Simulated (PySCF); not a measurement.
CH₇GeN.

```xyz
10

Ge     0.3528    -0.0369     0.0000
C     -0.6623     1.6381     0.0000
N     -0.6693    -1.5687     0.0000
H      1.2312    -0.1062    -1.2654
H      1.2312    -0.1062     1.2654
H     -1.3021     1.7043     0.8926
H     -1.3021     1.7043    -0.8926
H      0.0221     2.5002     0.0000
H     -1.2556    -1.6812     0.8231
H     -1.2556    -1.6812    -0.8231
```

Coordinates come from a PBE0-D3(BJ)/def2-SVP optimisation. The structure was generated by enumeration, and PubChem lists no compound with its InChIKey, so it may never have been made. One conformer was computed; it need not be the lowest.

All values below come from PySCF with HF/pcSseg-1. Non-relativistic, no solvent.

Question: Give the absolute GIAO shielding of each atom: isotropic value and principal components (ppm). (The exact figures need the calculation; the answer reports its results.)

Answer: 
```
atom  σ(iso)     σ11     σ22     σ33   span
----  ------  ------  ------  ------  -----
Ge1   1554.4  1425.7  1574.3  1663.3  237.6
C2     191.4   183.5   192.8   198.1   14.7
N3     274.4   245.3   268.2   309.7   64.4
H4      27.5    21.1    22.9    38.5   17.5
H5      27.5    21.1    22.9    38.5   17.5
H6      31.4    26.7    28.5    39.0   12.3
H7      31.4    26.7    28.5    39.0   12.3
H8      31.6    26.5    28.0    40.2   13.6
H9      32.2    23.8    27.6    45.1   21.3
H10     32.2    23.8    27.6    45.1   21.3
```
